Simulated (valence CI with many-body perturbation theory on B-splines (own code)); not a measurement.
Values are calculated unless marked as measured or tabulated.
# Mo¹¹⁺: magnetic and hyperfine properties of the levels

Level of theory: configuration interaction combined with many-body perturbation theory (CI+MBPT): three valence electrons over a frozen Dirac-Fock core [Ar] 3d10, a basis of 11 s, 11 p, 9 d, 7 f, 5 g, 2 h, 1 i functions for each j, with the one-electron correlation potential Σ1, the two-electron term Σ2, the three-electron term Σ3, Breit, model QED; selected CI, second order for the rest, scaled by the run's own slope (own B-spline code, finite nucleus).

No measured spectrum was set against this ion. As an estimate, levels hold to about 250 cm⁻¹ or 0.2 % of their energy and the worst to 1 %, as in measured heavy ions of charge 2 to 7; those with d or f electrons hold less well.

A/g_I is the dipole constant over the nuclear g factor μ/I (μ in nuclear magnetons, uniformly magnetised nucleus), B/Q the quadrupole constant per barn. Both hold the static response of the core; the bare values leave it out. Large factors of s and p1/2 electrons are usually good to 5 to 10 %; those of open d and f shells near neutrality can be off by tens of per cent, and small factors of p3/2, d and f electrons come from cancelling terms and can be off by a factor of two or in sign, in half-filled shells by more. B is blank for J = 1/2, where it vanishes, and for nearly pure S terms. Energies count from the lowest level.

Names give the largest LS component (configuration and term), which can be under half, so a name can repeat, a term be missing and a line seem to break the LS rules; names also repeat where a configuration has a term twice. Letters in brackets count levels of one name in rising energy.

| Level | E (eV) | g | A/g_I (MHz) | A/g_I bare | B/Q (MHz/b) | B/Q bare |
| --- | --- | --- | --- | --- | --- | --- |
| 4s²4p ²P°_1/2 | 0.000 | 0.665 | 23500 | 22100 |  |  |
| 4s²4p ²P°_3/2 | 3.530 | 1.333 | 4250 | 3890 | 7760 | 7140 |
| 4s4p² ⁴P_1/2 | 24.503 | 2.632 | 53400 | 49800 |  |  |
| 4s4p² ⁴P_3/2 | 26.213 | 1.726 | 21500 | 20100 | 6400 | 5880 |
| 4s4p² ⁴P_5/2 | 27.783 | 1.562 | 22400 | 20900 | -6380 | -5870 |
| 4s4p² ²D_3/2 | 32.527 | 0.823 | -5020 | -4690 | 10100 | 9320 |
| 4s4p² ²D_5/2 | 33.366 | 1.238 | 21500 | 20100 | 13300 | 12300 |
| 4s4p² ²P_1/2 | 36.849 | 1.345 | 31800 | 29800 |  |  |
| 4s4p² ²S_1/2 | 40.378 | 1.360 | 58200 | 54500 |  |  |
| 4s4p² ²P_3/2 | 41.194 | 1.317 | -6410 | -6050 | -7500 | -6930 |
| 4s²4d ²D_3/2 | 52.585 | 0.800 | 931 | 911 | 1650 | 1460 |
| 4s²4d ²D_5/2 | 53.118 | 1.200 | 1850 | 1750 | 2250 | 2000 |
| 4p³ ⁴S°_3/2 [a] | 61.196 | 1.436 | 2750 | 2600 | 4950 | 4550 |
| 4p³ ⁴S°_3/2 [b] | 62.946 | 1.372 | -308 | -250 | 319 | 291 |
| 4p³ ²D°_5/2 | 63.253 | 1.199 | 8210 | 7680 | -1310 | -1220 |
| 4p³ ²P°_1/2 | 67.756 | 0.665 | 22000 | 20500 |  |  |
| 4p³ ²P°_3/2 | 69.405 | 1.323 | 3500 | 3290 | -5590 | -5150 |
| 4s4p4d ⁴F°_3/2 | 72.239 | 0.418 | -9210 | -8590 | 3520 | 3180 |
| 4s4p4d ⁴F°_5/2 | 72.973 | 1.038 | 7930 | 7440 | 2470 | 2210 |
| 4s4p4d ⁴F°_7/2 | 74.120 | 1.244 | 11600 | 10900 | 3600 | 3220 |
| 4s4p4d ⁴F°_9/2 | 75.887 | 1.333 | 11400 | 10700 | 9520 | 8640 |
| 4s4p4d ⁴P°_5/2 | 76.501 | 1.486 | 13900 | 13100 | 2450 | 2180 |
| 4s4p4d ⁴D°_3/2 [a] | 76.988 | 1.399 | 8560 | 8060 | 1750 | 1600 |
| 4s4p4d ⁴D°_1/2 | 77.283 | 0.382 | -24500 | -22800 |  |  |
| 4s4p4d ⁴P°_1/2 | 79.149 | 2.295 | 43000 | 40200 |  |  |
| 4s4p4d ⁴D°_5/2 | 79.177 | 1.283 | 13700 | 12800 | -2240 | -2060 |
| 4s4p4d ⁴D°_3/2 [b] | 79.198 | 1.192 | 4880 | 4550 | -1720 | -1570 |
| 4s4p4d ⁴D°_7/2 | 79.343 | 1.416 | 13800 | 12900 | -4410 | -4080 |
| 4s4p4d ²D°_3/2 [a] | 79.537 | 1.135 | 1150 | 1130 | -3950 | -3630 |
| 4s4p4d ²D°_5/2 [a] | 79.785 | 1.306 | 14300 | 13400 | -4310 | -3980 |
| 4s4p4d ²F°_5/2 [a] | 81.463 | 0.944 | 8910 | 8370 | 5980 | 5440 |
| 4s4p4d ²F°_7/2 [a] | 83.992 | 1.143 | -215 | -194 | 9290 | 8480 |
| 4s4p4d ²P°_3/2 [a] | 85.945 | 1.244 | 5900 | 5510 | 1070 | 955 |
| 4s4p4d ²F°_7/2 [b] | 86.377 | 1.149 | 10600 | 9960 | 7840 | 7120 |
| 4s4p4d ²F°_5/2 [b] | 86.667 | 0.864 | -5470 | -5110 | 6750 | 6140 |
| 4s4p4d ²P°_1/2 [a] | 87.797 | 0.662 | -25200 | -23500 |  |  |
| 4s4p4d ²P°_1/2 [b] | 89.442 | 0.659 | 4710 | 4450 |  |  |
| 4s4p4d ²D°_3/2 [b] | 90.017 | 1.055 | 14800 | 13900 | -525 | -527 |
| 4s4p4d ²P°_3/2 [b] | 90.173 | 1.156 | 542 | 566 | -3480 | -3220 |
| 4s4p4d ²D°_5/2 [b] | 90.487 | 1.191 | -3930 | -3650 | -5980 | -5550 |

**Question.** Take the isotope of mass number 97, with I = 5/2, μ = -0.9324 μN and Q = 0.255 b. What is the hyperfine structure of 4s²4p ²P°_3/2?

**Answer.** From the table A = -1590 MHz, B = 1980 MHz. Shifts from the centre of gravity in MHz: F = 1: 9730, F = 2: 4970, F = 3: -692, F = 4: -5470.
